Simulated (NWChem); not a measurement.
Species: CH6Sn; SMILES [CH3][SnH3]

Program: NWChem. Medium grid unless said otherwise, to which SCAN and Minnesota functionals are sensitive. Structure relaxed at the PBE0/def2-SVP level. def2 effective core potentials on Sn; no spin-orbit coupling. B3LYP is NWChem's, with the RPA form of VWN correlation.

Problem. Order these by “orbital gap (eV)”, lowest first: RPBE/def2-TZVP; r2SCAN/def2-TZVP; CAM-B3LYP/def2-TZVP; B3LYP/def2-TZVP; MPW1K/def2-TZVP.

Solution. RPBE/def2-TZVP (6.69), r2SCAN/def2-TZVP (7.50), B3LYP/def2-TZVP (8.15), MPW1K/def2-TZVP (9.99), CAM-B3LYP/def2-TZVP (10.70)
